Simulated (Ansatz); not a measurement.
The molecule TiH, multiplicity 4 (the spin of the measured ground state). No spin–orbit coupling. Ti is treated without relativity. The T1 diagnostic near the minimum is 0.056, so single-reference values are doubtful.

```tsv
level	bond energy D_e (kcal/mol)
SVWN5/def2-TZVPP	70.64
PBE/def2-TZVPP	63.07
r2SCAN/def2-TZVPP	61.39
B97M-V/def2-TZVPP	64.26
B3LYP/def2-TZVPP	61.80
PBE0/def2-TZVPP	61.61
BHLYP/def2-TZVPP	53.52
CAM-B3LYP/def2-TZVPP	60.56
wB97X-V/def2-TZVPP	60.01
wB97M-V/def2-TZVPP	56.39
CCSD/def2-TZVPP	51.34
CCSD/def2-QZVPP	53.32
CCSD(T)/def2-TZVPP	50.92
CCSD(T)/def2-QZVPP	53.02
```

The rows run from 50.92 (CCSD(T)/def2-TZVPP) to 70.64 kcal/mol (SVWN5/def2-TZVPP). From def2-TZVPP to def2-QZVPP CCSD(T) changes by 2.10. The 10 functionals in def2-TZVPP without D3 or D4 span 17.12, from BHLYP to SVWN5.

D_e counts from the fitted minimum to each atom's lowest state at the same level, without counterpoise. The lowest state of Ti differs between levels (2S+1 = 3, 5).

Correlated levels freeze the inner cores; with def2 sets outer-core shells near the valence are correlated too.

Doubts at one or more of the structures used: T1 above 0.05 (CCSD/def2-TZVPP, CCSD/def2-QZVPP, CCSD(T)/def2-TZVPP, CCSD(T)/def2-QZVPP).

Programs: Ansatz (a first-principles code). Values without a source in brackets are computed.
